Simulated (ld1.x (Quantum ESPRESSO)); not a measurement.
Scattering properties, PAW potential for zirconium (Zr)

zirconium (Zr), PAW, made with ld1.x (Quantum ESPRESSO) 7.5 (PW91, scalar-relativistic). Core [Ar] 3d10, reference 4s2 4p6 4d1 5s0 5p0 (charge +3). Waves: 4s (bound): rcut 1.55, rcutus 1.70 bohr; 5s (bound, empty): rcut 1.55, rcutus 1.70 bohr; 4p (bound): rcut 1.70, rcutus 2.05 bohr; 5p (bound, empty): rcut 1.70, rcutus 2.05 bohr; 4d (bound): rcut 1.60, rcutus 2.00 bohr; 4d channel at -1.7 Ry: rcut 1.60, rcutus 2.00 bohr. Local part: all-electron potential smoothed inside 1.95 bohr (lloc = -2). Core correction: Bessel-smoothed model core inside 1.60 bohr. Augmentation charge: BESSEL, radius 1.50 bohr.

The phase is arctan(r·u′/u) with u = r·R(r), unwrapped; energies in Ry, scanned from -8 to 5 Ry. A pole is an energy at which the radial function vanishes at the test radius. The pseudo phase is shifted by a multiple of π to meet the all-electron one at the reference energy, and phase errors are pseudo minus all-electron; the curves can meet again beyond the range given. Levels narrower than the energy grid can be missing from the lists of poles.

```json
{"channel": "s", "radius (bohr)": "2.24", "reference energy (Ry)": "-1.80", "poles, all-electron": "-5.74, 4.06", "poles, pseudo": "-5.74, 3.93", "unbroken range about the reference energy with phases within 0.05 rad": "the whole range", "phase error 1 Ry above the reference energy (rad)": "-0.001"}
{"channel": "p", "radius (bohr)": "2.24", "reference energy (Ry)": "-1.41", "poles, all-electron": "-3.88", "poles, pseudo": "-3.88, 4.69", "unbroken range about the reference energy with phases within 0.05 rad": "below 0.7", "phase error 1 Ry above the reference energy (rad)": "-0.003"}
{"channel": "d", "radius (bohr)": "2.24", "reference energy (Ry)": "-2.08", "poles, all-electron": "-0.88", "poles, pseudo": "-0.88", "unbroken range about the reference energy with phases within 0.05 rad": "below 2.8", "phase error 1 Ry above the reference energy (rad)": "-0.000"}
```

Phases in the d channel:

```csv
E (Ry),all-electron,pseudo
-8.00,1.383,1.383
-7.52,1.374,1.374
-7.04,1.364,1.364
-6.56,1.351,1.352
-6.08,1.337,1.337
-5.60,1.319,1.319
-5.12,1.295,1.295
-4.64,1.263,1.263
-4.16,1.217,1.217
-3.68,1.142,1.142
-3.20,0.994,0.994
-2.72,0.591,0.591
-2.24,-0.565,-0.565
-1.76,-1.257,-1.257
-1.28,-1.478,-1.478
-0.80,-1.586,-1.586
-0.32,-1.657,-1.657
0.16,-1.716,-1.716
0.64,-1.776,-1.776
1.12,-1.846,-1.845
1.60,-1.943,-1.941
2.08,-2.103,-2.096
2.56,-2.425,-2.398
3.04,-3.107,-3.034
3.52,-3.850,-3.782
4.00,-4.216,-4.175
4.48,-4.390,-4.361
4.96,-4.488,-4.465
```
